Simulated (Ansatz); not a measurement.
`CCBSC` and `CSBS` differ in one atom or group.

Ansatz, PBE0-D4/def2-TZVP geometries, multiplicity 1. Each molecule was computed in one conformer, which needn't be the lowest.

| property | `CCBSC` |
| --- | --- |
| LUMO energy (ωB97M-V/def2-TZVPP) / eV | 1.27 |
| size of the dipole moment (PBE/def2-TZVPP) / D | 1.95 |
| HOMO–LUMO gap (B3LYP/def2-TZVPP) / eV | 6.40 |
| HOMO energy (PBE0/def2-TZVPP) / eV | -7.48 |
| LUMO energy (B3LYP/def2-TZVPP) / eV | -0.85 |
| HOMO–LUMO gap (PBE0/def2-TZVPP) / eV | 6.82 |

Question: What does the change do to each property? (An estimate is asked.)

Answer: The calculation gave: 
```tsv
property	`CSBS`	shift
LUMO energy (ωB97M-V/def2-TZVPP) / eV	1.11	-0.16
size of the dipole moment (PBE/def2-TZVPP) / D	1.62	-0.33
HOMO–LUMO gap (B3LYP/def2-TZVPP) / eV	5.87	-0.53
HOMO energy (PBE0/def2-TZVPP) / eV	-7.10	0.38
LUMO energy (B3LYP/def2-TZVPP) / eV	-1.00	-0.15
HOMO–LUMO gap (PBE0/def2-TZVPP) / eV	6.27	-0.55
```

With PBE0 the HOMO rises by 0.38 eV and the LUMO falls by 0.17 eV, so the gap narrows by about 0.55 eV. PBE moves the HOMO by 0.38 eV and ωB97M-V by 0.46 eV. Dipoles are sizes alone; their direction can turn.

B3LYP here is the variant with VWN-RPA as its local correlation; programs differ in this.
